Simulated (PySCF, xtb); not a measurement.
Se(Cl)2 anion (Cl₂Se), SMILES Cl[Se]Cl (connectivity only; charge and spin as stated), charge -1, multiplicity 2.

Harmonic wavenumbers (cm⁻¹) from GFN2-xTB (xtb) at its own minimum, in rising order: 62, 201, 372.

Question: What does B3LYP-D3(BJ)/def2-SVPD (PySCF) give at its own minimum? (Estimate from the structure and the level; the computed values follow.)

Answer: 27, 213, 241. Paired by order, the mean absolute difference is 59 cm⁻¹ and the zero-point energies are 0.9 and 0.7 kcal/mol.
